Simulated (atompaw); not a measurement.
## Pr: one change to a PAW (atompaw) potential, before and after

```json
{
  "Element": "praseodymium (Pr)",
  "Generator": "atompaw 4.2.0.5",
  "Type": "PAW",
  "Functional": "LDA (PW92)",
  "Relativity": "scalar-relativistic",
  "Frozen core": "[Kr] 4d10",
  "Valence charge": "13",
  "Reference configuration": "4f2.5 5s2 5p6 5d0.5 6s2 6p0",
  "Partial waves": "5s (bound): rc 1.85 bohr; 6s (bound): rc 3.00 bohr; 5p (bound): rc 2.65 bohr; 6p (bound, empty): rc 2.60 bohr; 5d (bound): rc 3.00 bohr; 5d channel at 2.35 Ry: rc 3.00 bohr; 4f (bound): rc 1.55 bohr; 4f channel at 1.8 Ry: rc 1.55 bohr",
  "Local potential": "ultrasoft scheme with l = 4 at 0.5 Ry, radius 2.10 bohr",
  "Core correction": "smooth core density matched at 2.05 bohr",
  "Augmentation charge": "besselshape compensation charge, radius 2.20 bohr; PAW radius 3.00 bohr; waves and projectors: custom polynom gramschmidtortho"
}
```

Change: all radii scaled by about 1.29 (s 2.38, p 3.42, d 3.86, f 2.00 bohr); local potential ultrasoft scheme with l = 4 at 0.5 Ry, radius 2.70 bohr; augmentation besselshape compensation charge, radius 2.84 bohr; PAW radius 3.86 bohr; waves and projectors: custom polynom gramschmidtortho; core correction smooth core density matched at 2.64 bohr.

Cutoffs: the cutoffs (Ry, on a coarse ladder) from which the occupation-weighted sum of valence levels, in a spherical-Bessel basis at the reference potential, stays within 10 and 1 mRy of its value at 400 Ry; they do not see the model core or the augmentation charge, which bear on the density cutoff.

Task: What does the change do?

Result: The potential gets softer (60 Ry and 90 Ry → 30 Ry and 50 Ry); neither file shows a bound ghost. A larger radius leaves more room for a smooth pseudo-wave, so fewer plane waves are needed.

```csv
quantity,base,changed
"cutoff, loose",60 Ry,30 Ry
"cutoff, tight",90 Ry,50 Ry
loose cutoff by channel (10 mRy a level),"s 8 Ry, p 10 Ry, d 8 Ry, f 45 Ry","s 8 Ry, p 6 Ry, d 6 Ry, f 25 Ry"
bound ghosts,none,none
lowest overlap eigenvalue by channel,"s 0.65, p 0.93, d 0.88, f 0.99","s 0.39, p 0.89, d 0.76, f 0.99"
```

 The cutoffs see the waves, projectors and local potential, not the compensation charge or the core.
